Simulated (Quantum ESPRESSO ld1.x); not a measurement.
Question: The mean radii <r> (bohr) of the occupied orbitals of an atom or ion are listed with their occupations. All-electron calculation, Dirac Kohn-Sham, PW86 exchange with PBE correlation, spin-unpolarised, spherical densities, point nucleus. Program: ld1.x of Quantum ESPRESSO 7.5.

orbital  occ.      <r>
1s1/2       2  0.05029
2s1/2       2   0.2258
2p1/2       2   0.1959
2p3/2       4   0.1993
3s1/2       2   0.6805
3p1/2       2   0.7061
3p3/2       4   0.7168
3d3/2       4   0.8956
3d5/2       6   0.9032
4s1/2       1    2.387

Name the element and its charge. Open shells, if any, fill j = l - 1/2 first.

Answer: Z = 30, zinc, charge +1: Zn+ in [Ar] 3d10 4s1. The 1s radius gives Z: for a bare nucleus <r> = (2 gamma + 1)/(2Z) with gamma = sqrt(1 - (Z/c)^2), 0.04919 bohr for Z = 30, and screening makes it slightly larger (0.05029 here). The occupations add up to 29, and the charge is Z minus that.
